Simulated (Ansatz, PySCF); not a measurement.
Molecule: C3HO, charge 0, multiplicity 2. It need not be the lowest isomer of its formula. 
Geometry from a B3LYP-D3(BJ)/def2-TZVP (Ansatz, a quantum-chemistry and plane-wave program) optimisation:
```xyz
5

O      1.4539    -0.2079     0.0546
C      0.2719    -0.1204     0.0064
C     -1.0923    -0.6027    -0.0761
C     -0.9088     0.7114    -0.0072
H     -1.2567     1.7331     0.0248
```
Charge 0, spin multiplicity 2.

Property: atomisation energy (electronic, to ground-state atoms); the coupled-cluster value holds the core correlation from cc-pwCVTZ, in kJ/mol. Valence correlation only, unless marked. Open shells are spin-unrestricted. Spin-orbit coupling is left out. No relativistic terms. CBS(X,Y): correlation extrapolated as X^-3; Hartree-Fock from the larger set. [CCSD(T)-MP2]/basis is that difference in the basis named.

Level to compare with: RI-MP2/CBS(cc-pVTZ,cc-pVQZ)+[CCSD(T)-MP2]/cc-pVTZ plus the core term (Ansatz), 2317.5 kJ/mol. It is a level with limits of its own, and the differences hold the functionals' basis error too.

Rank these functionals by how close they come to RI-MP2/CBS(cc-pVTZ,cc-pVQZ)+[CCSD(T)-MP2]/cc-pVTZ, closest first: M06-2X/def2-TZVPD (PySCF); PW6B95/def2-TZVPD (PySCF); M06-L/def2-TZVPD (PySCF); r2SCANh/def2-TZVPD (Ansatz).

r2SCANh/def2-TZVPD (hybrid meta-GGA, 2334.0 kJ/mol, difference 16.5), M06-2X/def2-TZVPD (hybrid meta-GGA, 2338.5 kJ/mol, difference 21.0), PW6B95/def2-TZVPD (hybrid meta-GGA, 2354.8 kJ/mol, difference 37.3), M06-L/def2-TZVPD (meta-GGA, 2403.6 kJ/mol, difference 86.1)
